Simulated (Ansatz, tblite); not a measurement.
Adding an electron: the cluster MoSe2⁺ (the lowest doublet isomer of a short search). Charge 1, multiplicity 2. Geometry: PBE-D4/def2-TZVP. Ansatz, gas phase; energy differences of separate SCF runs; the reduced species is a triplet (the singlet lies 0.80 eV higher at PBE0-D4/def2-TZVP).

```xyz
3

Mo    0.218   -0.818    0.294
Se   -0.705   -0.291   -1.653
Se    0.487    1.109    1.359
```

In the def2 sets Mo takes a core potential; there is no spin–orbit coupling. The xTB rows come from tblite. The structure comes from a short search, and lower isomers may exist.

| level | −HOMO (eV) | −LUMO (eV) | vertical EA (eV) | HOMO–LUMO gap (eV) | remarks |
| --- | --- | --- | --- | --- | --- |
| GFN1-xTB | – | – | 12.57 | – | – |
| GFN2-xTB | – | – | 12.95 | – | – |
| PBE-D4/def2-TZVP | 11.25 | 10.32 | 7.62 | 0.93 | – |
| r2SCAN-D4/def2-TZVP | 11.40 | 10.37 | 7.86 | 1.03 | spin-contaminated (⟨S²⟩ 1.00) (+1 doublet) |

Run but left out: PBE0-D4/def2-TZVP (doublet: ⟨S²⟩ 1.17, where a pure state has 0.75).  HOMO and LUMO are the levels of the spin that leaves or enters (xTB has no such levels and no spin-polarisation term). Other spin states of the ions may lie lower, which would lower the ionisation energy or raise the affinity. Raw xTB energy differences between charge states are shifted by several eV; the methods need an empirical correction for them.
